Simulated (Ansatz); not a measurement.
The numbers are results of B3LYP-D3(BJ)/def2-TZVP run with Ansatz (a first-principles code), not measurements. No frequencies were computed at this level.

Ansatz 0.2 input:
```yaml
crystal:
  periodic: [false, false, false]
  atoms:
    - { symbol: O, position_ang: [-0.721637, -1.037264, 1.357804] }
    - { symbol: Ge, position_ang: [0.002912, 0.001071, 0.144924] }
    - { symbol: O, position_ang: [0.035838, -1.008923, -1.281642] }
    - { symbol: S, position_ang: [2.068211, 0.540267, 0.827809] }
    - { symbol: S, position_ang: [-1.285734, 1.74085, -0.412002] }
    - { symbol: H, position_ang: [-0.845833, -0.691172, 2.239321] }
    - { symbol: H, position_ang: [0.109558, -1.946268, -1.105543] }
    - { symbol: H, position_ang: [2.331408, 1.260166, -0.252418] }
    - { symbol: H, position_ang: [-1.694721, 1.141274, -1.518253] }
basis:
  gaussian: { orbitals: def2-tzvp }
hamiltonian:
  xc: b3lyp
  dispersion: d3bj
relax:
  max_steps: 150
```

Output:

```
Functional definition: B3LYP
1409 factors; their error is unknown
mean field evaluation 1: about -82344.9939 eV, gradient 8.4e1 eV
mean field evaluation 2: about -82313.2555 eV, gradient 1.6e2 eV
mean field evaluation 4: about -82355.6626 eV, gradient 7.8e0 eV
mean field evaluation 8: about -82355.7741 eV, gradient 2.7e-1 eV
mean field evaluation 16: about -82356.0256 eV, gradient 2.6e-4 eV
mean field -82356.02562152 eV, -3026.5281186718 hartree, gradient 4.8e-5 eV, S^2 0.000000; 0 other end points of the search recorded, 0 dependent functions left out
reference -82356.02587716 eV, -3026.5281280662 hartree; 42, 42 occupied and 166, 166 virtual orbitals, 1409 factors
relax step   1: F+E_penalty+E_count = -82356.47213399 eV  Δ(F+E_penalty+E_count) = +0.000e0 eV  max|allowed force component| = 7.619e-1 eV/Å  Δτ_max = 0.0000 Å  (30 SCF iters, accepted)
these checks for a lower state are left out or cut short: starts, cluster_reference, orbital_swaps, neighbouring_geometries, increment
1409 factors; their error is unknown
mean field -82356.07449289 eV, -3026.5299146613 hartree, gradient 9.3e-6 eV, S^2 0.000000; 0 other end points of the search recorded, 0 dependent functions left out
reference -82356.07474912 eV, -3026.5299240778 hartree; 42, 42 occupied and 166, 166 virtual orbitals, 1409 factors
relax step   2: F+E_penalty+E_count = -82356.52528910 eV  Δ(F+E_penalty+E_count) = -5.316e-2 eV  max|allowed force component| = 4.276e-1 eV/Å  Δτ_max = 0.1549 Å  (32 SCF iters, accepted)
these checks for a lower state are left out or cut short: starts, cluster_reference, orbital_swaps, neighbouring_geometries, increment
1409 factors; their error is unknown
mean field evaluation 32: about -82356.0856 eV, gradient 8.1e-6 eV
mean field -82356.08562597 eV, -3026.5303237945 hartree, gradient 8.1e-6 eV, S^2 0.000000; 0 other end points of the search recorded, 0 dependent functions left out
reference -82356.08588452 eV, -3026.5303332962 hartree; 42, 42 occupied and 166, 166 virtual orbitals, 1409 factors
relax step   3: F+E_penalty+E_count = -82356.53475239 eV  Δ(F+E_penalty+E_count) = -9.463e-3 eV  max|allowed force component| = 4.858e-1 eV/Å  Δτ_max = 0.1330 Å  (32 SCF iters, accepted)
these checks for a lower state are left out or cut short: starts, cluster_reference, orbital_swaps, neighbouring_geometries, increment
1409 factors; their error is unknown
mean field -82356.07978183 eV, -3026.5301090264 hartree, gradient 1.4e-5 eV, S^2 0.000000; 0 other end points of the search recorded, 0 dependent functions left out
reference -82356.08004160 eV, -3026.5301185729 hartree; 42, 42 occupied and 166, 166 virtual orbitals, 1409 factors
relax step   4: F+E_penalty+E_count = -82356.53105558 eV  Δ(F+E_penalty+E_count) = +3.697e-3 eV  max|allowed force component| = 8.826e-1 eV/Å  Δτ_max = 0.1999 Å  (38 SCF iters, rejected (line search))
these checks for a lower state are left out or cut short: starts, cluster_reference, orbital_swaps, neighbouring_geometries, increment
1409 factors; their error is unknown
mean field -82356.10230687 eV, -3026.5309368065 hartree, gradient 2.1e-5 eV, S^2 0.000000; 0 other end points of the search recorded, 0 dependent functions left out
reference -82356.10256513 eV, -3026.5309462971 hartree; 42, 42 occupied and 166, 166 virtual orbitals, 1409 factors
relax step   5: F+E_penalty+E_count = -82356.55359888 eV  Δ(F+E_penalty+E_count) = -1.885e-2 eV  max|allowed force component| = 2.558e-1 eV/Å  Δτ_max = 0.0960 Å  (32 SCF iters, accepted)
these checks for a lower state are left out or cut short: starts, cluster_reference, orbital_swaps, neighbouring_geometries, increment
1409 factors; their error is unknown
mean field -82356.10544014 eV, -3026.5310519520 hartree, gradient 1.5e-5 eV, S^2 0.000000; 0 other end points of the search recorded, 0 dependent functions left out
reference -82356.10569828 eV, -3026.5310614383 hartree; 42, 42 occupied and 166, 166 virtual orbitals, 1409 factors
relax step   6: F+E_penalty+E_count = -82356.55745563 eV  Δ(F+E_penalty+E_count) = -3.857e-3 eV  max|allowed force component| = 4.883e-2 eV/Å  Δτ_max = 0.0382 Å  (31 SCF iters, accepted)
these checks for a lower state are left out or cut short: starts, cluster_reference, orbital_swaps, neighbouring_geometries, increment
1409 factors; their error is unknown
mean field -82356.10583863 eV, -3026.5310665961 hartree, gradient 1.4e-5 eV, S^2 0.000000; 0 other end points of the search recorded, 0 dependent functions left out
reference -82356.10609694 eV, -3026.5310760889 hartree; 42, 42 occupied and 166, 166 virtual orbitals, 1409 factors
relax step   7: F+E_penalty+E_count = -82356.55767297 eV  Δ(F+E_penalty+E_count) = -2.173e-4 eV  max|allowed force component| = 1.236e-2 eV/Å  Δτ_max = 0.0114 Å  (33 SCF iters, accepted)
these checks for a lower state are left out or cut short: starts, cluster_reference, orbital_swaps, neighbouring_geometries, increment
1409 factors; their error is unknown
mean field evaluation 64: about -82356.1058 eV, gradient 2.8e-1 eV
mean field -82356.10585542 eV, -3026.5310672133 hartree, gradient 1.4e-5 eV, S^2 0.000000; 0 other end points of the search recorded, 0 dependent functions left out
reference -82356.10611386 eV, -3026.5310767107 hartree; 42, 42 occupied and 166, 166 virtual orbitals, 1409 factors
relax step   8: F+E_penalty+E_count = -82356.55776388 eV  Δ(F+E_penalty+E_count) = -9.091e-5 eV  max|allowed force component| = 5.501e-3 eV/Å  Δτ_max = 0.0111 Å  (34 SCF iters, accepted)
1409 factors; their error is unknown
mean field -82356.10585542 eV, -3026.5310672133 hartree, gradient 6.6e-5 eV, S^2 0.000000; 1 other end points of the search recorded, 0 dependent functions left out
reference -82356.10611386 eV, -3026.5310767107 hartree; 42, 42 occupied and 166, 166 virtual orbitals, 1409 factors
Total energy: -82356.55802232 eV, -3026.5476840401 hartree
Atom 0 at    -0.730840    -1.048628     1.328051 Å, force     0.000796    -0.000847     0.000639 eV/Å
Atom 1 at     0.035973    -0.050629     0.069506 Å, force    -0.004538     0.003898    -0.004656 eV/Å
Atom 2 at     0.015822    -1.107043    -1.352731 Å, force     0.000135     0.001034     0.002545 eV/Å
Atom 3 at     2.047188     0.503023     0.849843 Å, force     0.004706    -0.002158     0.005501 eV/Å
Atom 4 at    -1.043000     1.797972    -0.514184 Å, force    -0.001809    -0.001020    -0.000546 eV/Å
Atom 5 at    -0.826540    -0.594808     2.172357 Å, force    -0.000010     0.001381    -0.000073 eV/Å
Atom 6 at     0.115429    -2.034053    -1.104561 Å, force     0.000961    -0.002769    -0.002524 eV/Å
Atom 7 at     2.263642     1.407888    -0.120364 Å, force     0.000085     0.000267    -0.001893 eV/Å
Atom 8 at    -1.877672     1.126279    -1.327918 Å, force    -0.000327     0.000214     0.001007 eV/Å
Dipole moment:    -0.038480     0.012211     0.117193 e Å
```

Cost: roughly 120 core-seconds.
